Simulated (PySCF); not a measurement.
A species of formula C7H17NSi has this rotational fingerprint, computed with PBE0/pcSseg-1 in PySCF (dipole) on a GFN2-xTB geometry, gas phase:

| Quantity | Value |
| --- | --- |
| Rotational constants | A = 1833, B = 896.6, C = 844.4 MHz |
| Dipole components | \|μa\| = 1.44 D, \|μb\| = 0.03 D, \|μc\| = 0.51 D |
| Inertial defect | -240.93 u·Å² |
| κ | -0.89 |

Problem. Which candidate fits, each taken in the one conformer that was computed?
A. `[CH2:1]=[CH:2][N:3]([SiH3:4])[C@@H:5]([CH3:6])[CH:7]([CH3:8])[CH3:9]` with C1–C2–N3–Si4 1°, C2–N3–C5–C6 -61°, N3–C5–C7–C8 53°
B. `[CH3:1]/[CH:2]=[CH:3]/[Si@@H:4]([CH2:5][CH2:6][CH3:7])[NH:8][CH3:9]` with C2–C3–Si4–C5 -94°, C3–Si4–C5–C6 -48°, Si4–C5–C6–C7 179°, C3–Si4–N8–C9 -173°
C. `[H]/[N:9]=[CH:8]/[C:5]([SiH2:4][CH2:3][CH2:2][CH3:1])([CH3:6])[CH3:7]` with C1–C2–C3–Si4 180°, C2–C3–Si4–C5 -178°, C3–Si4–C5–C6 -179°, Si4–C5–C8–N9 -98°
D. `[CH2:1]=[CH:2][N:3]([SiH3:4])[C@@H:5]([CH3:6])[CH2:7][CH2:8][CH3:9]` with C1–C2–N3–Si4 -2°, C2–N3–C5–C6 -62°, N3–C5–C7–C8 59°, C5–C7–C8–C9 177°
E. `[CH3:1][CH2:2][NH:3][SiH2:4][C@@H:5]([CH3:6])[CH:7]1[CH2:8][CH2:9]1` with C1–C2–N3–Si4 -147°, C2–N3–Si4–C5 177°, N3–Si4–C5–C6 178°, Si4–C5–C7–C8 158°
F. `[CH2:1]=[C:2]([CH3:3])[C@@H:4]([CH3:5])[SiH2:6][NH:7][CH2:8][CH3:9]` with C1–C2–C4–C5 137°, C2–C4–Si6–N7 51°, C4–Si6–N7–C8 176°, Si6–N7–C8–C9 -147°

Solution. A. It is C=CN([SiH3])[C@@H](C)C(C)C, an asymmetric top, point group C1. The candidates at the same level (rigid rotor, commonest isotopes):

```csv
SMILES,A (MHz),B (MHz),C (MHz),μa (D),μb (D),μc (D),Δ (u·Å²),point group,rotor
C=CN([SiH3])[C@@H](C)CCC,1553,852.9,785.8,1.12,0.70,0.70,-274.91,C1,asymmetric top
C=C(C)[C@@H](C)[SiH2]NCC,2057,745.4,633.6,0.07,0.43,0.38,-126.00,C1,asymmetric top
C=CN([SiH3])[C@@H](C)C(C)C,1833,896.6,844.4,1.44,0.03,0.51,-240.93,C1,asymmetric top
C/C=C/[Si@@H](CCC)NC,1181,875.5,553.4,0.73,0.33,0.48,-91.95,C1,asymmetric top
CCN[SiH2][C@@H](C)C1CC1,1977,767.6,580.7,0.30,0.63,0.62,-43.68,C1,asymmetric top
[H]/N=C/C(C)(C)[SiH2]CCC,2209,688.1,611.9,0.08,0.43,1.12,-137.30,C1,near-prolate asymmetric top
```

`C=CN([SiH3])[C@@H](C)CCC` has A 15 % too low; `C=C(C)[C@@H](C)[SiH2]NCC` has C 25 % too low; `CCN[SiH2][C@@H](C)C1CC1` has C 31 % too low; `C/C=C/[Si@@H](CCC)NC` has A 36 % too low; `[H]/N=C/C(C)(C)[SiH2]CCC` has C 28 % too low. No structure here is proved a minimum.
